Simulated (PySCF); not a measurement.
## Polarisability and C₆ of In (indium, neutral)

[Kr] 4d10 5s2 5p1, 2P determinant. Calculation: PySCF 2.14, in aug-cc-pwCVTZ-DK3 with one added diffuse shell each of s, p, d, f type (11s10p8d5f1g, 125 functions); scalar relativity by spin-free X2C-1e. Coupled (time-dependent) response in atomic units; α is the mean over directions.

```tsv
method	mean α (bohr³)	α xx, yy, zz	C₆ (like pair)	S(−4)
UHF	74.59	60.53, 102.7, 60.53	807.4	2967
PBE	80.22	60.32, 120.0, 60.32	822.6	4819
```

S(−4) is the Cauchy moment in α(ω) = α(0) + S(−4) ω² + …

Reference α: 65 ± 4 bohr³ (recommended; Schwerdtfeger and Nagle, table of static dipole polarizabilities (2023 update)). Published C₆: 779.0 (Chu and Dalgarno (2004); Tang, Norbeck and Certain (1976)).

Spin-orbit coupling is absent.

α(iu) at PBE:

| u (hartree) | α(iu) (bohr³) |
| --- | --- |
| 0 | 80.22 |
| 0.0500 | 70.52 |
| 0.100 | 54.74 |
| 0.200 | 33.42 |
| 0.300 | 22.32 |
| 0.500 | 12.32 |
| 0.750 | 7.512 |
| 1.00 | 5.300 |
| 1.50 | 3.240 |
| 2.00 | 2.257 |
| 3.00 | 1.305 |
| 5.00 | 0.6001 |

A single London oscillator, α(iu) = α/(1 + u²/ω²), gives C₆ = (3/4) ω α². Matching the computed C₆ needs ω = 4 × 822.6 / (3 × 80.22²) = 0.170 hartree.

The components differ because the open shell of this determinant is not spherical; for a pure term their mean is the scalar polarisability.
